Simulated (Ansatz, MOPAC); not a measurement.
Isomers of CH2OS. All species are isolated molecules in the gas phase. One relaxed conformer stands for each flexible species; it need not be the lowest. Strings in code marks are SMILES.

Quantity: vertical ionisation energy (energy after one electron is removed minus that of the parent at the parent's geometry), in eV. The restricted reference of `OC=S` is unstable towards unrestricted orbitals.

Level 1: frozen-core CCSD(T)/cc-pVQZ // B3LYP-D3(BJ)/def2-TZVP (Ansatz, a quantum-chemistry and plane-wave program)
Level 2: minus the HOMO energy of AM1 // B3LYP-D3(BJ)/def2-TZVP (MOPAC)
Level 3: minus the HOMO energy of PM3 // B3LYP-D3(BJ)/def2-TZVP (MOPAC)
Level 4: minus the HOMO energy of PM7 // B3LYP-D3(BJ)/def2-TZVP (MOPAC)

```tsv
species	level 1	level 2	level 3	level 4
`OC=S` (H–O–C–S torsion 180°)	9.35	8.92	9.21	9.00
`O=CS` (O–C–S–H torsion 0°)	10.58	10.07	10.15	9.89
```
